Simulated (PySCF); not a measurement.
## ethylidifluoroborane (SMILES FB(CC)F)

Cartesian coordinates in Å; atom numbers follow the order of the lines, from 1:
```xyz
10

C    -1.0619   -0.3831   -0.4651
C     0.1457    0.5156   -0.2332
B     1.1938   -0.0109    0.7924
F     1.0639   -1.1699    1.4169
F     2.2781    0.6876    1.0899
H    -1.7462    0.0491   -1.1977
H    -0.7609   -1.3672   -0.8297
H    -1.6216   -0.5404    0.4594
H     0.6795    0.7054   -1.1737
H    -0.1658    1.5136    0.0999
```

Level of theory: quadratic response CAM-B3LYP/def2-TZVPD first hyperpolarisability, Taylor convention, gas phase (PySCF). Geometry: PBE0-D3(BJ)/def2-TZVP.

(1) Give the tensor of the static β(0;0,0) in the axes of these coordinates.

## Answers

(1) In au, Taylor convention; rows are the first index (the induced dipole):
|  | xx | yy | zz | xy | xz | yz |
| --- | --- | --- | --- | --- | --- | --- |
| x | +30.6 | +7.7 | +5.6 | +8.7 | +9.4 | +4.4 |
| y | +8.7 | -14.2 | -3.8 | +7.7 | +4.4 | +12.7 |
| z | +9.4 | +12.7 | +12.9 | +4.4 | +5.6 | -3.8 |

Norm of βᵢ = ⅓ Σⱼ (βᵢⱼⱼ + βⱼᵢⱼ + βⱼⱼᵢ): 56.9 au, hyper-Rayleigh value 22.5 au.
